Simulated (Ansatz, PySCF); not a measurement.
This Ansatz (a program for electronic structure) input computes a CCSD(T)/cc-pVDZ energy:

Ansatz 0.2 input:
```yaml
crystal:
  periodic: [false, false, false]
  atoms:
    - {symbol: C, position_ang: [1.61440052, 1.13498542, 0.19390127]}
    - {symbol: C, position_ang: [0.52885921, 0.34092115, 0.18506114]}
    - {symbol: C, position_ang: [-0.49906388, -0.32674911, -0.15482194]}
    - {symbol: O, position_ang: [-1.48709825, -1.00911312, -0.32174324]}
    - {symbol: H, position_ang: [2.03161087, 1.17796015, 1.22910305]}
basis:
  gaussian:
    orbitals: cc-pVDZ
total_charge: -1
magnetization: {spin_polarized: false}
correlation: {method: ccsd_t, electrons: outside_noble_gas}
```

Question: Write an input for the same energy in PySCF and say what it gives.

Answer: 
```python
from pyscf import gto, scf, mp, cc as ccmod

mol = gto.M(
    atom='''
    C     1.61440052    1.13498542    0.19390127
    C     0.52885921    0.34092115    0.18506114
    C    -0.49906388   -0.32674911   -0.15482194
    O    -1.48709825   -1.00911312   -0.32174324
    H     2.03161087    1.17796015    1.22910305
    ''',
    basis='cc-pvdz',
    charge=-1,
    spin=0,
    verbose=4,
)

mf = scf.RHF(mol)
mf.conv_tol = 1e-10
mf.max_cycle = 100
mf.kernel()
mp2 = mp.MP2(mf, frozen=4).run()
cc = ccmod.CCSD(mf, frozen=4)
cc.max_cycle = 100
cc.kernel()
et = cc.ccsd_t()
print(f'E(CCSD(T)) = {cc.e_tot + et:.9f}')
```
It gives -189.52172 Eh, and Ansatz -189.52172 Eh, a difference of 0.00 mEh.

It need not be the lowest isomer of its formula. Whether it binds its extra electron was not tested at this geometry.
